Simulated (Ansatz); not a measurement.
`C/C=C(/C)F` + `[ZnH2]` → `C/C=[C](/F)[ZnH]` + CH₄ at 500 K and 1 bar (formal exchange of groups at a C–C bond).

Gas-phase electronic energies from Ansatz, PBE0-D4/def2-TZVP geometries. CCSD(T)/CBS adds triple-zeta CCSD(T) − MP2 to the extrapolated MP2 energy (def2 sets, frozen cores). This one scheme is used for every species. Double bonds are as drawn, so ΔE can hold a change between cis and trans. For Zn outer-core shells are correlated without core-valence functions, which leaves a few kJ/mol of doubt a bond. Scalar relativity is left out up to krypton.

| species | CCSD(T)/CBS energy (Eh) | H − E (kJ/mol) | S (J/(mol·K)) |
| --- | --- | --- | --- |
| `C/C=C(/C)F` | -256.19879 | 306.3 | 377.7 |
| `[ZnH2]` | -1779.54550 | 48.1 | 221.7 |
| `C/C=[C](/F)[ZnH]` | -1995.28907 | 222.7 | 400.7 |
| CH₄ | -40.46206 | 135.6 | 206.8 |

H − E and S are ideal-gas, rigid-rotor, harmonic terms from PBE0-D4/def2-TZVP. 1 Eh = 2625.50 kJ/mol, R = 8.31446 J/(mol·K).

Task: By hand: ΔE, ΔH, ΔS and ΔG.

Result: ΔE = (-1995.28907) + (-40.46206) − (-256.19879) − (-1779.54550) = -0.00684 Eh = -18.0 kJ/mol. Δ(H − E) = 222.7 + 135.6 − 306.3 − 48.1 = 3.9, so ΔH = -14.1 kJ/mol. ΔS = 400.7 + 206.8 − 377.7 − 221.7 = 8.1 J/(mol·K). ΔG = -14.1 − 500 × (8.1)/1000 = -18.1 kJ/mol.

Task: By hand: the equilibrium constant, and the temperature at which ΔG would vanish if ΔH and ΔS stayed fixed.

Result: log₁₀ K = −ΔG/(RT ln 10) = 1.9. ΔH and −TΔS have one sign here, so there is no such temperature.

The number of gas molecules stays the same, so ΔS is small and ΔH decides. A doubt of 5 kJ/mol in ΔE shifts log₁₀ K by 0.5 here. These are equilibria of isolated gas molecules and say nothing of rates. Largest T1 diagnostic: 0.016 (customary marks: 0.02 for closed shells, 0.045 for open ones).
